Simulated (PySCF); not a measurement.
Computed IR spectrum (relative IR intensity) of a molecule C4H3Cl2F. Geometry optimised at PBE0-D3(BJ)/def2-SVP. Other conformers were not sampled. Computed with PBE0-D3(BJ)/def2-SVP in PySCF. Frequencies are harmonic and unscaled.

ν (cm⁻¹): 319 (vw), 364 (vw), 618 (w), 720 (w), 746 (m), 776 (m), 807 (m), 873 (vs), 967 (s), 1200 (s), 1242 (w), 1426 (vs), 1671 (w), 1742 (m), 3221 (w), 3255 (m) (against the strongest line: vs over 80 %, s over 45 %, m over 15 %, w over 4 %, vw less)

**Question.** Pick the molecule that these values belong to.
A) CC(Cl)=C=C(F)Cl
B) C=C=C(F)C(Cl)Cl
C) FC(/C=C\Cl)=C/Cl
D) F/C=C/C=C(Cl)Cl

**Answer.** C, FC(/C=C\Cl)=C/Cl
